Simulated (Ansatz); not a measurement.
Ga2As3⁺. Total charge 1; triplet. Geometry r2SCAN-D4/def2-SVP, that of the neutral doublet.

| atom | x (Å) | y (Å) | z (Å) |
| --- | --- | --- | --- |
| Ga1 | -1.5687 | -0.6864 | -0.3198 |
| Ga2 | -0.5603 | 1.4202 | -1.1652 |
| As3 | 0.4234 | 0.9739 | 1.1955 |
| As4 | 0.3358 | -1.4343 | 1.0676 |
| As5 | 1.3698 | -0.2734 | -0.7781 |

At PBE0-D4/def2-TZVP a singlet of charge 1 lies 0.83 eV below the triplet, each at its own geometry. The structure comes from a short search, and lower isomers may exist.

Problem. Estimate the α-spin orbital energies around the gap (eV) in Ansatz with PBE-D4/def2-TZVP, r2SCAN-D4/def2-TZVP, PBE0-D4/def2-TZVP.

Solution. 
```
orbital  PBE-D4/def2-TZVP  r2SCAN-D4/def2-TZVP  PBE0-D4/def2-TZVP
 HOMO−5            -12.54               -12.87             -13.53
 HOMO−4            -11.84               -12.14             -12.79
 HOMO−3            -11.53               -11.84             -12.49
 HOMO−2            -11.19               -11.45             -12.04
 HOMO−1            -10.82               -11.20             -11.78
   HOMO             -9.55                -9.91             -10.45
   LUMO             -7.60                -7.57              -6.95
 LUMO+1             -7.18                -7.18              -6.47
 LUMO+2             -6.69                -6.58              -5.98
 LUMO+3             -6.17                -6.05              -5.36
 LUMO+4             -6.11                -5.93              -5.33
 LUMO+5             -5.49                -5.39              -4.77
 β HOMO            -10.91               -11.13             -11.63
 β LUMO            -10.04                -9.97              -9.29
```
